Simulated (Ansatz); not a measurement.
Z-matrix (Å, degrees):
```
Si
Ge 1 2.386
Ge 1 2.380 2 108.4
H 1 1.490 2 108.9 3 117.8
H 1 1.489 2 110.8 3 -123.2
Si 2 2.387 1 110.1 3 -33.9
H 2 1.541 1 109.9 3 -154.6
H 2 1.541 1 109.6 3 87.0
Si 3 2.387 1 108.6 2 71.5
H 3 1.542 1 108.5 2 -46.7
H 3 1.540 1 112.1 2 -165.7
Ge 6 2.380 2 108.4 1 -33.6
H 6 1.490 2 108.9 1 84.2
H 6 1.489 2 110.7 1 -156.9
H 9 1.489 3 109.9 1 -154.4
H 9 1.489 3 109.4 1 86.8
H 12 1.542 6 108.5 2 -47.0
H 12 1.540 6 112.1 2 -166.0
```

Charge 0, multiplicity 1.

Problem. List the PBE/def2-TZVPP orbital energies in eV (Ansatz 0.2.0). (Best estimate.)

Solution. Computed: Occupied: -10804.38, -10804.38, -10804.38, -1779.80, -1779.79, -1779.79, -1337.77, -1337.77, -1337.77, -1191.19, -1191.19, -1191.19, -1191.18, -1191.18, -1191.18, -1191.18, -1191.18, -1191.18, -162.33, -162.33, -162.32, -137.56, -137.55, -137.55, -113.77, -113.77, -113.76, -113.75, -113.75, -113.75, -113.75, -113.75, -113.75, -94.29, -94.28, -94.28, -94.28, -94.27, -94.27, -94.27, -94.26, -94.26, -29.59, -29.59, -29.59, -29.57, -29.57, -29.57, -29.56, -29.56, -29.55, -29.53, -29.53, -29.53, -29.53, -29.52, -29.52, -15.04, -14.05, -14.04, -12.40, -12.32, -11.47, -9.21, -9.10, -8.82, -8.57, -8.25, -8.15, -7.98, -7.71, -7.29, -6.80, -6.80, -6.58. Lowest empty: -1.39, -1.31, -1.08, -0.96, -0.87, -0.68, -0.52, -0.19.
